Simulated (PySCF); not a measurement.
**Electron correlation in Pt (platinum, neutral)**

[Xe] 4f14 5d9 6s1, high-spin 3D determinant. All numbers are calculated (PySCF 2.14, a scalar-relativistic core potential, in def2-TZVPPD with the def2 core potential (60 electrons) (6s5p3d2f1g, 59 functions)). Frozen: nothing; 18 electrons correlated.

```csv
level,correlation energy (mhartree)
CCSD,-502.97
(T),-16.99
CCSD(T),-519.96
```

Diagnostics: T1 = 0.015, D1 = 0.0544, largest double amplitude 0.024.

Spin-orbit coupling, absent here, splits the open shell strongly.

Cost of the coupled-cluster step: roughly 27 core-seconds, for 18 correlated electrons.

The basis has no tight functions for the innermost shells, so their pair energies are far from complete.

This basis was not built for core-valence correlation, so the inner-shell part is incomplete.
